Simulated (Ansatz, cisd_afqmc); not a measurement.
System: Ge, charge -1, quartet.

Total energies in aug-cc-pVQZ, 5 correlated electrons, 14 frozen orbitals. Radicals and triplets start from unrestricted determinants; spin-orbit coupling is neglected. Cores are frozen in correlated methods (noble-gas shells, and filled d and f shells in the p block). No relativity. AFQMC is phaseless with a CISD trial state; ± is one standard error, without the phaseless bias. Outlying blocks are dropped, and bars are widened where a walk drifts. Over all cases where full CI ran beside it in this data, AFQMC minus full CI had a median of +0.1 mEh and passed +0.4 mEh in a tenth of the cases.

```csv
method,program,energy (Eh),minus CCSDT(Q) (mEh)
HF,Ansatz,-2075.39568,88.85
MP2,Ansatz,-2075.46754,16.99
CCSD,Ansatz,-2075.47951,5.02
CCSD(T),Ansatz,-2075.48365,0.88
CCSDT(Q),Ansatz,-2075.48453,0.00
AFQMC/CISD,cisd_afqmc,-2075.4844 ± 0.0002,0.2 ± 0.2
```

Ansatz is an electronic-structure program.
